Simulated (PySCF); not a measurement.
PySCF input file for Si(Cl)(H)(SMe)2 (C₂H₇ClS₂Si), SMILES [SiH](SC)(SC)Cl, TDA-PBE/def2-SVPD. Geometry optimised at PBE-D3(BJ)/def2-SVP. The values are those of a single conformer.

```python
import numpy as np
from pyscf import gto, scf, dft, tdscf

mol = gto.M(
    atom='''
    Si    0.00262266    0.44501112    0.20260111
    Cl    0.59141446    0.43684719    2.20091654
    S     1.16563307   -0.88535524   -1.00805945
    C     2.69411800    0.12425876   -1.18517341
    S    -2.02829301   -0.21801639    0.16694897
    C    -2.37839760    0.03871665   -1.62366184
    H     0.19762868    1.84764120   -0.30504254
    H     3.35844799   -0.42749961   -1.87623993
    H     3.20277339    0.23878068   -0.20899926
    H     2.47311910    1.12038677   -1.61567819
    H    -2.37433595    1.11529050   -1.88231151
    H    -1.64906192   -0.50498199   -2.25355633
    H    -3.39109773   -0.37008171   -1.79938980
    ''',
    basis='def2-SVPD',
    charge=0,
    spin=0,
    max_memory=1600,
    verbose=4,
)
mf = dft.RKS(mol, xc='pbe').density_fit(auxbasis='def2-universal-jkfit')
mf.grids.level = 3
mf.conv_tol = 1e-9
mf.max_cycle = 100
mf.kernel()
mf.grids = dft.Grids(mol).set(level=1).build(with_non0tab=True)  # coarser grid for the response kernel
td = tdscf.TDA(mf)
td.singlet = True
td.nstates = 6
td.conv_tol = 1e-4
td.positive_eig_threshold = 1e-6
td.kernel(x0=td.get_init_guess(mf, 11))
td.analyze()
tt = tdscf.TDA(mf)
tt.singlet = False
tt.nstates = 2
tt.conv_tol = 1e-4
tt.positive_eig_threshold = 1e-6
tt.kernel(x0=tt.get_init_guess(mf, 7))
tt.analyze(verbose=3)
```

Program output:

```
PySCF version 2.14.0

[INPUT] verbose = 4
[INPUT] num. atoms = 13
[INPUT] num. electrons = 82
[INPUT] charge = 0
[INPUT] spin (= nelec alpha-beta = 2S) = 0
[INPUT] symmetry False subgroup None
[INPUT] Mole.unit = angstrom
[INPUT] Symbol           X                Y                Z      unit          X                Y                Z       unit  Magmom
[INPUT]  1 Si     0.002622660000   0.445011120000   0.202601110000 AA    0.004956109118   0.840949139186   0.382860610433 Bohr   0.0
[INPUT]  2 Cl     0.591414460000   0.436847190000   2.200916540000 AA    1.117611355508   0.825521547386   4.159129483625 Bohr   0.0
[INPUT]  3 S      1.165633070000  -0.885355240000  -1.008059450000 AA    2.202727264036  -1.673078926549  -1.904956277780 Bohr   0.0
[INPUT]  4 C      2.694118000000   0.124258760000  -1.185173410000 AA    5.091145167261   0.234815024978  -2.239653155017 Bohr   0.0
[INPUT]  5 S     -2.028293010000  -0.218016390000   0.166948970000 AA   -3.832918289270  -0.411991267766   0.315487830078 Bohr   0.0
[INPUT]  6 C     -2.378397600000   0.038716650000  -1.623661840000 AA   -4.494520079323   0.073163864961  -3.068276196507 Bohr   0.0
[INPUT]  7 H      0.197628680000   1.847641200000  -0.305042540000 AA    0.373464079559   3.491535844463  -0.576446856942 Bohr   0.0
[INPUT]  8 H      3.358447990000  -0.427499610000  -1.876239930000 AA    6.346546904696  -0.807857181258  -3.545579611673 Bohr   0.0
[INPUT]  9 H      3.202773390000   0.238780680000  -0.208999260000 AA    6.052364546145   0.451230089037  -0.394951361637 Bohr   0.0
[INPUT] 10 H      2.473119100000   1.120386770000  -1.615678190000 AA    4.673517772431   2.117224148886  -3.053189284533 Bohr   0.0
[INPUT] 11 H     -2.374335950000   1.115290500000  -1.882311510000 AA   -4.486844673209   2.107593594329  -3.557053235017 Bohr   0.0
[INPUT] 12 H     -1.649061920000  -0.504981990000  -2.253556330000 AA   -3.116275391249  -0.954277658938  -4.258604269980 Bohr   0.0
[INPUT] 13 H     -3.391097730000  -0.370081710000  -1.799389800000 AA   -6.408245971334  -0.699353075611  -3.400353913336 Bohr   0.0

nuclear repulsion = 527.149539924243
number of shells = 87
number of NR pGTOs = 307
number of NR cGTOs = 201
basis = def2-SVPD
ecp = {}


[settings echo left out]
init E= -1625.44704035984
  HOMO = -0.276633715518255  LUMO = -0.0789249521379785  gap/eV = 5.37993
cycle= 1 E= -1625.23951708187  delta_E= 0.208  |g|= 0.406  |ddm|=  4.9
  HOMO = -0.19338977930888  LUMO = -0.0389343944891478  gap/eV = 4.20295
cycle= 2 E= -1625.17290907715  delta_E= 0.0666  |g|= 0.631  |ddm|= 1.62
  HOMO = -0.214661584841714  LUMO = -0.0409934662974214  gap/eV = 4.72575
cycle= 3 E= -1625.28537385674  delta_E= -0.112  |g|= 0.111  |ddm|= 1.14
  HOMO = -0.225426778827595  LUMO = -0.0495194270358956  gap/eV = 4.78668
cycle= 4 E= -1625.28945942848  delta_E= -0.00409  |g|= 0.0307  |ddm|= 0.301
  HOMO = -0.223251763470338  LUMO = -0.0475393870451311  gap/eV = 4.78138
cycle= 5 E= -1625.28976136914  delta_E= -0.000302  |g|= 0.00698  |ddm|= 0.0904
  HOMO = -0.223661621886176  LUMO = -0.0479008588625978  gap/eV = 4.78269
cycle= 6 E= -1625.28977731377  delta_E= -1.59e-05  |g|= 0.0015  |ddm|= 0.0199
  HOMO = -0.223678948268322  LUMO = -0.0478777778347901  gap/eV = 4.78379
cycle= 7 E= -1625.28977796412  delta_E= -6.5e-07  |g|= 0.000552  |ddm|= 0.00341
  HOMO = -0.22364746146979  LUMO = -0.0478731536456647  gap/eV = 4.78306
cycle= 8 E= -1625.28977805144  delta_E= -8.73e-08  |g|= 0.00016  |ddm|= 0.00124
  HOMO = -0.223654071625543  LUMO = -0.0478695983569737  gap/eV = 4.78334
cycle= 9 E= -1625.28977805914  delta_E= -7.7e-09  |g|= 3.81e-05  |ddm|= 0.000368
  HOMO = -0.223651322277514  LUMO = -0.0478708200859304  gap/eV = 4.78323
cycle= 10 E= -1625.28977805962  delta_E= -4.74e-10  |g|= 1.01e-05  |ddm|= 9.12e-05
  HOMO = -0.223655065657579  LUMO = -0.0478715716958358  gap/eV = 4.78331
Extra cycle  E= -1625.28977805955  delta_E= 6.37e-11  |g|= 1.67e-05  |ddm|= 5.08e-05
converged SCF energy = -1625.28977805955
tot grids = 53024
Overwritten attributes  positive_eig_threshold  of <class 'pyscf.tdscf.rks.TDA'>


******** <class 'pyscf.tdscf.rks.TDA'> for <class 'pyscf.df.df_jk.DFRKS'> ********
nstates = 6 singlet
deg_eia_thresh = 1.000e-03
wfnsym = None
conv_tol = 0.0001
eigh lindep = 1e-12
eigh level_shift = 0
eigh max_cycle = 100


Excitation energies (eV)
[4.83924999 5.00458593 5.24324585 5.36650682 5.44983726 5.49526865]

** Singlet excitation energies and oscillator strengths **
Excited State   1:      4.83925 eV    256.21 nm  f=0.0035
      41 -> 42        0.70283
Excited State   2:      5.00459 eV    247.74 nm  f=0.0128
      40 -> 42       -0.68795
Excited State   3:      5.24325 eV    236.46 nm  f=0.0040
      40 -> 43        0.10721
      41 -> 43        0.68706
Excited State   4:      5.36651 eV    231.03 nm  f=0.0012
      40 -> 43        0.55390
      40 -> 44       -0.18624
      41 -> 43       -0.13615
      41 -> 44       -0.36166
Excited State   5:      5.44984 eV    227.50 nm  f=0.0308
      40 -> 43        0.34190
      40 -> 44       -0.10715
      41 -> 44        0.58697
Excited State   6:      5.49527 eV    225.62 nm  f=0.0167
      40 -> 43        0.18521
      40 -> 44        0.65664
      40 -> 45       -0.11705

** Transition electric dipole moments (AU) **
state          X           Y           Z        Dip. S.      Osc.
  1         0.1047     -0.0966     -0.0947      0.0293      0.0035
  2         0.2394     -0.0857     -0.1997      0.1045      0.0128
  3        -0.1220      0.1159      0.0560      0.0315      0.0040
  4        -0.0939     -0.0168      0.0056      0.0091      0.0012
  5        -0.3803      0.2904      0.0434      0.2308      0.0308
  6        -0.0523      0.0031      0.3485      0.1242      0.0167

** Transition velocity dipole moments (imaginary part, AU) **
state          X           Y           Z        Dip. S.      Osc.
  1         0.0068      0.0082     -0.0065      0.0002      0.0006
  2         0.0399     -0.0006      0.0046      0.0016      0.0058
  3        -0.0161      0.0363      0.0110      0.0017      0.0059
  4        -0.0024     -0.0238      0.0125      0.0007      0.0025
  5        -0.0429      0.0208      0.0098      0.0024      0.0079
  6         0.0006     -0.0171      0.0576      0.0036      0.0119

** Transition magnetic dipole moments (imaginary part, AU) **
state          X           Y           Z
  1        -0.1880      0.0191     -0.1803
  2         0.2166      0.4583     -0.0830
  3         0.2669     -0.0535      0.6790
  4        -0.1771      0.0332      0.2469
  5         0.2277      0.3042      0.0713
  6        -0.0263      0.0688      0.0917


******** <class 'pyscf.tdscf.rks.TDA'> for <class 'pyscf.df.df_jk.DFRKS'> ********
nstates = 2 triplet
deg_eia_thresh = 1.000e-03
wfnsym = None
conv_tol = 0.0001
eigh lindep = 1e-12
eigh level_shift = 0
eigh max_cycle = 100


Excitation energies (eV)
[4.65113395 4.68741193]

** Triplet excitation energies and oscillator strengths **
Excited State   1:      4.65113 eV    266.57 nm  f=0.0000
Excited State   2:      4.68741 eV    264.50 nm  f=0.0000
```

Self-consistency was reached.

Cost: around 90 core-seconds (rough).
